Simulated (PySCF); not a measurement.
C4H3F, SMILES C#C/C=C\F.

Geometry optimised at B3LYP-D3(BJ)/def2-SVP. The structure was generated by enumeration; whether it is a known compound was not checked.

The numbers are results of SMD-ωB97X/def2-SVP run with PySCF, not measurements.

Solvation free energies are E(SMD) − E(gas) at the gas-phase geometry, for 1 M in both phases. In vacuum the dipole moment is 1.34 D.

Computed solvation free energies in water, ethylethanoate, tetrahydrofuran:
| solvent | ΔG(solv) (kcal/mol) | its non-electrostatic (CDS) part | dipole (D) |
|---|---|---|---|
| water | -0.7 | 5.1 | 1.79 |
| ethylethanoate | -3.4 | 1.0 | 1.67 |
| tetrahydrofuran | -3.4 | 1.3 | 1.69 |
